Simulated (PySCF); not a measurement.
How methods differ on the ionisation energy of Si²⁺

Si²⁺ [Ne] 3s2 (1S) → Si³⁺ [Ne] 3s1 (2S), as a difference of total energies. Computed with PySCF 2.14 in pcseg-2, with the non-relativistic Hamiltonian (point nucleus). Correlated levels: valence: [Ne] frozen. The calculations carry no spin-orbit coupling.

| method | ionisation energy (eV) | error (eV) |
| --- | --- | --- |
| UHF | 31.936 | -1.557 |
| LDA | 33.535 | +0.042 |
| PBE0 | 33.252 | -0.241 |
| MP2 (valence) | 32.788 | -0.705 |
| SCS-MP2 (valence) | 32.958 | -0.535 |
| CCSD (valence) | 33.140 | -0.353 |

Reference: 33.493 eV (measured; NIST Atomic Spectra Database, ionization energies).

Errors of the correlated levels include the incompleteness of this basis and the frozen core.

With two correlated electrons CCSD is exact in that space.
